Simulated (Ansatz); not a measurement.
The cluster GaB7, relaxed as a singlet with RKS PBE0-D4/def2-SVP in Ansatz, starting from the GFN1-xTB geometry. Force threshold 0.02 eV/Å.

The restricted singlet is unstable towards broken spin symmetry in Hartree–Fock (as tested in another run); at PBE0-D4/def2-SVP this wasn't settled. Another isomer (singlet) lies 2.49 eV lower at PBE0-D4/def2-TZVP; other spin states weren't run for this one.

Start:

```
atom    x (Å)    y (Å)    z (Å)
 Ga1  -0.5372  -1.1454   1.5772
  B2   0.2787   1.4076   0.9441
  B3  -0.8297  -0.7176  -1.3954
  B4  -1.0219   1.4625   0.1225
  B5   1.6812  -0.5647  -0.3315
  B6   1.5638   0.6911   0.5297
  B7   0.5266  -1.3165  -0.9884
  B8  -1.6616   0.1831  -0.4581
```

```json
{"step": "1", "energy (eV)": "-57078.2689", "largest force component (eV/Å)": "0.996", "SCF passes": "27"}
{"step": "2", "energy (eV)": "-57078.6987", "largest force component (eV/Å)": "0.593", "SCF passes": "31"}
{"step": "3", "energy (eV)": "-57078.8036", "largest force component (eV/Å)": "0.420", "SCF passes": "31"}
{"step": "4", "energy (eV)": "-57078.8378", "largest force component (eV/Å)": "0.172", "SCF passes": "32"}
{"step": "5", "energy (eV)": "-57078.8392", "largest force component (eV/Å)": "0.006", "SCF passes": "33"}
```

Force components are those of the run's own axes.

End:

```xyz
8

Ga   -0.447   -1.041    1.428
B     0.327    1.544    0.894
B    -0.921   -0.901   -1.278
B    -1.120    1.392    0.332
B     1.687   -0.628   -0.261
B     1.576    0.646    0.632
B     0.574   -1.315   -1.111
B    -1.677    0.303   -0.635
```

By distances, no bond broke or formed. The bond that changes most is B5–B7, from 1.53 to 1.56 Å (atoms count from 1).

No frequencies were taken in this run, so the end may be a saddle point.

Hardware: 4 threads of Arm Neoverse V2 on a shared host. Wall time 10 s.
